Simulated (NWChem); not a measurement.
Molecule: CH4N, doublet; SMILES C[NH]

Program: NWChem. Spin-unrestricted. In the optimisation the excess spin sits in a" (Cs, its own frame). All runs use the structure optimised with B3LYP/6-31G* (spherical d), spin-unrestricted. No stability test was run on the SCF state. Vertical excitations in the gas phase; the lowest state need not have the same character in each row. Excited states of an open shell can be spin-contaminated.

```tsv
level	lowest excitation (eV)	oscillator strength of that lowest state	lowest empty minus highest occupied level, either spin (eV)
PBE/def2-SVP, TDA	?	0.001	?
B3LYP/def2-SVP, TDA	2.31	0.001	4.90
LDA (Slater exchange, VWN5)/def2-SVP, TDA	2.02	0.001	1.84
BHandHLYP/def2-SVP, TDA	2.30	0.002	8.75
```

**Question.** Fill in the missing entries.

**Answer.** 
- PBE/def2-SVP, TDA, lowest excitation (eV): 2.36
- PBE/def2-SVP, TDA, lowest empty minus highest occupied level, either spin (eV): 2.45
